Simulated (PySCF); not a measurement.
Job for PySCF: R-M06-2X/def2-TZVPPD on C2H4O2 (a complex).

```python
from pyscf import gto, dft

mol = gto.M(
    atom='''
    C     0.43440576   -0.15437601   -0.13975507
    O    -0.14454213    0.89753345   -0.22196946
    H    -0.10029360   -1.12086560   -0.13961675
    H     1.53564523   -0.21590842   -0.08094594
    C    -0.07446907    0.58478254    2.86174853
    O     0.49219073   -0.42183605    2.52742536
    H    -0.23849556    0.82416025    3.92808127
    H    -0.45260063    1.30862222    2.11824686
    ''',
    basis='def2-tzvppd',
    charge=0, spin=0, verbose=4, max_memory=1800)
mf = dft.RKS(mol, xc='m062x').density_fit(auxbasis='def2-universal-jkfit')
mf.grids.level = 4
mf.conv_tol = 1e-9
mf.max_cycle = 150
mf.kernel()
mf.dip_moment()
```

The head of its log:

```
PySCF version 2.14.0

[INPUT] verbose = 4
[INPUT] num. atoms = 8
[INPUT] num. electrons = 32
[INPUT] charge = 0
[INPUT] spin (= nelec alpha-beta = 2S) = 0
[INPUT] symmetry False subgroup None
[INPUT] Mole.unit = angstrom
[INPUT] Symbol           X                Y                Z      unit          X                Y                Z       unit  Magmom
[INPUT]  1 C      0.434405760000  -0.154376010000  -0.139755070000 AA    0.820907913334  -0.291728379103  -0.264098806819 Bohr   0.0
[INPUT]  2 O     -0.144542130000   0.897533450000  -0.221969460000 AA   -0.273145039161   1.696092408136  -0.419461487418 Bohr   0.0
[INPUT]  3 H     -0.100293600000  -1.120865600000  -0.139616750000 AA   -0.189527436047  -2.118129006446  -0.263837419902 Bohr   0.0
[INPUT]  4 H      1.535645230000  -0.215908420000  -0.080945940000 AA    2.901948909195  -0.408007781788  -0.152965657495 Bohr   0.0
[INPUT]  5 C     -0.074469070000   0.584782540000   2.861748530000 AA   -0.140726147051   1.105078843028   5.407920959077 Bohr   0.0
[INPUT]  6 O      0.492190730000  -0.421836050000   2.527425360000 AA    0.930105680750  -0.797154603968   4.776141730680 Bohr   0.0
[INPUT]  7 H     -0.238495560000   0.824160250000   3.928081270000 AA   -0.450691290325   1.557437155253   7.422997795334 Bohr   0.0
[INPUT]  8 H     -0.452600630000   1.308622220000   2.118246860000 AA   -0.855291234506   2.472937596320   4.002906429620 Bohr   0.0

nuclear repulsion = 107.356462504745
number of shells = 82
number of NR pGTOs = 290
number of NR cGTOs = 222
basis = def2-tzvppd
ecp = {}


******** <class 'pyscf.df.df_jk.DFRKS'> ********
method = DFRKS
initial guess = minao
damping factor = 0
level_shift factor = 0
DIIS = <class 'pyscf.scf.diis.CDIIS'>
diis_start_cycle = 1
diis_space = 8
diis_damp = 0
SCF conv_tol = 1e-09
SCF conv_tol_grad = None
SCF max_cycles = 150
direct_scf = False
XC library pyscf.dft.libxc version 7.1.2
    S. Lehtola, C. Steigemann, M. J. T. Oliveira, and M. A. L. Marques,  SoftwareX 7, 1–5 (2018)
XC functionals = m062x
    Y. Zhao and D. G. Truhlar,  Theor. Chem. Acc. 120, 215 (2008)
    Y. Zhao and D. G. Truhlar,  Theor. Chem. Acc. 120, 215 (2008)
radial grids:
    Treutler-Ahlrichs [JCP 102, 346 (1995); DOI:10.1063/1.469408] (M4) radial grids

becke partition: Becke, JCP 88, 2547 (1988); DOI:10.1063/1.454033
pruning grids: <function nwchem_prune>
grids dens level: 4
symmetrized grids: False
atomic radii adjust function: <function treutler_atomic_radii_adjust>
small_rho_cutoff = 0
Set gradient conv threshold to 3.16228e-05
Initial guess from minao.
tot grids = 176568
******** <class 'pyscf.df.df.DF'> ********
auxbasis = def2-universal-jkfit
init E= -229.282947140411
  HOMO = -0.32676958574676  LUMO = -0.0916342710192439  gap/eV = 6.39836
cycle= 1 E= -228.823734975764  delta_E= 0.459  |g|= 0.948  |ddm|= 1.96
  HOMO = -0.215615647762068  LUMO = -0.00693142954444554  gap/eV = 5.67859
cycle= 2 E= -228.565107899707  delta_E= 0.259  |g|= 1.57  |ddm|= 1.27
  HOMO = -0.333777710370502  LUMO = -0.0231991450804472  gap/eV = 8.45127
```

Task: Give the final energy of this run.

Result: -229.0092 hartree.
